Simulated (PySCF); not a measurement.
Shapes and spin states of [PdS2]-

Computed with PySCF, PBE, basis Pd def2-SVPD with ECP28, S def2-SVPD (scalar-relativistic core potentials, no spin–orbit coupling, density fitting).

Relaxations began from a few typed shapes and spin states; open shells are unrestricted. The search is not exhaustive: other isomers or separated fragments can lie lower, and high-lying points may rest on an excited occupation.

Question: Order these stationary points by electronic energy, lowest first, in kJ/mol from the lowest minimum.
A. doublet C2v: Pd–S 2.157 Å (×2); S–Pd–S 141.7°
B. quartet C2v: Pd–S 2.219 Å (×2); S–Pd–S 152.8°
C. quartet C∞v: Pd–S 2.199 Å, S–S 2.067 Å; Pd–S–S 180.0°
D. doublet C2v: Pd–S 2.351 Å (×2), S–S 2.208 Å; Pd–S–S 62.0° (×2), S–Pd–S 56.0°
E. quartet C2v: Pd–S 2.417 Å (×2), S–S 2.055 Å; Pd–S–S 64.8° (×2), S–Pd–S 50.3°
F. doublet D∞h: Pd–S 2.171 Å (×2); S–Pd–S 180.0°

Answer: A (0.0), F (4.5), B (21.8), D (58.0), E (125.0), C (126.0).

Question: Which of them are minima?

Answer: By energy in kJ/mol, 0.0: minimum; 4.5: saddle point, 1 imaginary mode; 21.8: minimum; 58.0: minimum; 125.0: minimum; 126.0: minimum.

Formally Pd is in oxidation state +3, d7, with 1 unpaired electron (the high-spin count would be 3). The Mulliken spin on Pd is 0.25, so most of the spin sits on the ligands and the formal count fails. The polar-tensor charge on Pd, 0.25, is far below the formal one.

For the lowest minimum: open d and f shells are described by one determinant, and the ground state may have another occupation or spin.

The electron or spin density has lower symmetry than the nuclear frame for the doublet D∞h at 4.5 kJ/mol.
